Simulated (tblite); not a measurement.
Compound: C₇H₁₁BOS.
Z-matrix (Å and degrees, GFN2-xTB geometry), rows numbered from 1:
```
C 
C   1  1.5275
C   2  1.5273  1  111.18
O   2  1.4165  1  109.68  3  -119.24
B   4  1.3257  2  128.32  1   -82.27
C   5  1.5586  4  129.06  2    -1.76
C   6  1.3725  5  124.84  4   176.73
C   7  1.4080  6  114.76  5   179.82
C   8  1.3589  7  112.26  6    -0.11
S   9  1.7136  8  111.81  7     0.15
H   1  1.0870  2  110.19  3   178.91
H   1  1.0874  2  109.77  3    59.22
H   1  1.0862  2  110.06  3   -60.98
H   2  1.0993  1  109.19  3   120.58
H   3  1.0872  2  109.81  1   -60.33
H   3  1.0864  2  110.04  1    59.90
H   3  1.0870  2  110.17  1  -179.83
H   5  1.1768  4  113.88  2   178.52
H   7  1.0757  6  122.00  5    -0.31
H   8  1.0756  7  123.97  6   179.84
H   9  1.0723  8  128.73  7  -179.72
```

All values are computed: GFN2-xTB (tblite) harmonic vibrations without scaling, gas phase. Against measured fundamentals such values can be off by several per cent, at times by over 20. Modes of hydrogen on boron can be 10 to 20 % off. One conformer, not necessarily the lowest.

Harmonic wavenumbers (cm⁻¹): 27.3, 65.9, 100.6, 124.8, 173.8, 180.8, 217.2, 272.5, 314.4, 380.8, 427.4, 489.5, 507.3, 543.0, 625.9, 643.5, 737.8, 745.1, 758.5, 823.4, 824.7, 855.0, 856.7, 939.9, 941.5, 972.1, 1035.5, 1073.8, 1085.5, 1112.7, 1147.1, 1159.1, 1173.6, 1187.2, 1301.3, 1318.7, 1323.6, 1348.4, 1393.0, 1405.9, 1430.0, 1474.4, 1483.7, 1485.4, 1497.5, 1530.5, 2579.3, 2874.1, 3039.1, 3044.9, 3045.9, 3047.0, 3047.7, 3052.1, 3120.8, 3130.7, 3158.4.

A = 2669, B = 662.3, C = 580.8 MHz; mass 154.062 u (most abundant isotopes); point group C1, symmetry number 1.

Task: What is the zero-point energy?

Result: ½Σν̃ = 36328 cm⁻¹ = 103.87 kcal/mol.

Task: What is S at 500 K and 1 bar for an ideal gas of classical rigid rotors and harmonic oscillators?

Result: Translation 43.60, rotation 31.67, vibration 56.62: S = 131.9 cal/(mol K).

Task: And Cp and H(500 K) − H(0)?

Result: Cp = 63.83 cal/(mol K), of which vibrations give 55.88 (their classical limit is 57 R = 113.3); H(500 K) − H(0) = 18.35 kcal/mol without the zero-point energy, 14.38 from vibrations.

Task: Which modes carry the vibrational entropy at 500 K?

Result: 27.3 cm⁻¹: 7.04; 65.9 cm⁻¹: 5.29; 100.6 cm⁻¹: 4.46; 124.8 cm⁻¹: 4.03; 173.8 cm⁻¹: 3.38; 180.8 cm⁻¹: 3.31 cal/(mol K); the other 51 give 29.10 together.

Task: What must be added to the electronic energy to get the Gibbs energy at 500 K and 1 bar?

Result: ZPE + [H(500 K) − H(0)] − T·S = 103.87 + 18.35 − 65.94 = 56.28 kcal/mol.

Task: Blend soft modes into free rotors: weight 1/[1 + (100 cm⁻¹/ν̃)⁴] for the oscillator and the rest for a rotor with moment μB/(μ + B), μ = h/(8π²ν), B = 10⁻⁴⁴ kg m². What vibrational entropy results?

Result: 52.06 cal/(mol K) in place of 56.62, which changes −T·S at 500 K by +2.28 kcal/mol.

Task: How do the functions run with temperature in this model?

Result: 
| T (K) | S (cal/(mol K)) | Cp (cal/(mol K)) | H − H(0) (kcal/mol) | G − H(0) (kcal/mol) | ln q(vib) |
| --- | --- | --- | --- | --- | --- |
| 100 | 73.0 | 20.0 | 1.39 | -5.91 | 2.31 |
| 200 | 90.1 | 30.8 | 3.92 | -14.11 | 5.28 |
| 300 | 104.9 | 42.7 | 7.59 | -23.87 | 8.20 |
| 800 | 166.6 | 83.7 | 40.76 | -92.54 | 22.45 |
| 1000 | 186.2 | 92.0 | 58.38 | -127.87 | 27.70 |

q(vib) and H(0) count from the zero-point level.

Hindered rotation and anharmonicity are outside this model. Other conformers, if any are populated, would add a mixing term that is left out. The structure is chiral; the term R ln 2 for an equal mix with its mirror image is left out.

Hardware: one thread of an x86-64 server, no GPU (shared host). This covers the Hessian and the dipole derivatives.
